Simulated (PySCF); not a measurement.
# Magnetisability: `C#[C][GeH2][S-]`, [C2H3GeS]-, charge -1

Geometry:
```
atom   x (Å)   y (Å)   z (Å)
  C1   1.895  -0.729   0.135
  C2   0.753  -0.361   0.045
 Ge3  -1.030   0.401  -0.079
  S4  -1.182   2.481   0.084
  H5   2.888  -1.082   0.209
  H6  -1.788  -0.455   0.980
  H7  -1.533  -0.250  -1.402
```

Total charge -1.

Method used: PySCF, GIAO PBE/aug-pcSseg-1 magnetisability, rotational g tensor and spin-rotation constants, non-relativistic, gas phase. Geometry: GFN2-xTB.

The calculation is non-relativistic, which matters for the atoms heavier than Zn. For an ion the centre-of-mass motion in the field is neglected.

Problem. How diamagnetic is it, and how anisotropic?

Solution. Isotropic -1174 × 10⁻³⁰ J/T², or -70.7 × 10⁻⁶ cm³/mol; principal values -1252, -1162, -1108 × 10⁻³⁰ J/T², anisotropy 126 × 10⁻³⁰ J/T² (root of half the summed squared differences of the principal values). The susceptibility is in cgs units.

Problem. Split it along the inertial axes a, b, c into diamagnetic and paramagnetic parts about the centre of mass, with the quadrupole moment.

Solution. 
| axis | χ (10⁻⁶ cm³/mol) | diamagnetic (10⁻⁶ cm³/mol) | paramagnetic (10⁻⁶ cm³/mol) | summed x² of all electrons (Å²) | quadrupole Θ (D Å) |
| --- | --- | --- | --- | --- | --- |
| a | -75.3 | -233.9 | 158.7 | 135.4 | -8.62 |
| b | -70.2 | -632.8 | 562.7 | 41.4 | +2.98 |
| c | -66.7 | -750.2 | 683.5 | 13.7 | +5.64 |

Anisotropies 2χaa − χbb − χcc = -13.6 and 2χbb − χaa − χcc = +1.7 × 10⁻⁶ cm³/mol. Θ is traceless in Buckingham's convention.

Problem. And the rotational g tensor?

Solution. 
| axis | rotational constant (GHz) | g | nuclear part | electronic part |
| --- | --- | --- | --- | --- |
| a | 8.4937 | -0.0732 | 0.5599 | -0.6331 |
| b | 2.1548 | -0.0307 | 0.5390 | -0.5696 |
| c | 1.7535 | -0.0291 | 0.5340 | -0.5630 |

Asymmetric top; isotopes 12C, 74Ge, 1H, 32S; no vibrational averaging.
